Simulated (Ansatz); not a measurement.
Ansatz (an electronic-structure program) input (RI-MP2/aug-cc-pVTZ):
A basis named .json is the Basis Set Exchange file of that set.

Ansatz 0.2 input:
```yaml
crystal:
  periodic: [false, false, false]
  atoms:
    - {symbol: B, position_ang: [0.00008518, 0.00000407, -0.00000466]}
    - {symbol: N, position_ang: [1.42499878, 0.06802877, -0.07800717]}
    - {symbol: N, position_ang: [-0.64316215, -1.24955519, 0.25794948]}
    - {symbol: N, position_ang: [-0.78318476, 1.18146206, -0.17986851]}
    - {symbol: H, position_ang: [1.93043893, 0.92979392, -0.16860263]}
    - {symbol: H, position_ang: [2.01684917, -0.74135226, -0.04747951]}
    - {symbol: H, position_ang: [-0.14120880, -2.09879017, 0.44015911]}
    - {symbol: H, position_ang: [-1.63703224, -1.37604437, 0.20649762]}
    - {symbol: H, position_ang: [-0.38700289, 2.07357360, -0.41124379]}
    - {symbol: H, position_ang: [-1.77303319, 1.21324946, -0.01982408]}
basis:
  gaussian:
    orbitals: aug-cc-pVTZ
    fitting: {mean_field: def2-universal-jkfit, correlation: aug-cc-pVTZ-RIFIT.json}
magnetization: {spin_polarized: false}
correlation: {method: mp2, electrons: outside_noble_gas}
```

End of the output:

```
integrals: 0.38 GiB planned
414 factors; integrals over basis functions are off by at most 8.6e-1 eV
mean field: 0.91 GiB planned
mean field evaluation 1: about -5211.1693 eV, gradient 5.6e1 eV
mean field evaluation 2: about -5215.8196 eV, gradient 2.9e1 eV
mean field evaluation 4: about -5217.4268 eV, gradient 3.4e-1 eV
mean field evaluation 8: about -5217.4275 eV, gradient 1.4e-6 eV
mean field -5217.42754000 eV, -191.7369255954 hartree, gradient 1.4e-6 eV, S^2 0.000000; 0 other end points of the search recorded, 0 dependent functions left out
4 core orbitals not correlated
700 factors; their error is unknown
reference -5217.42754000 eV, -191.7369255954 hartree; 12, 12 occupied and 306, 306 virtual orbitals, 700 factors
second order -20.64623604 eV of doubles, -0.00000000 eV of singles
Total energy: -5238.07377603 eV, -192.4956607754 hartree
```
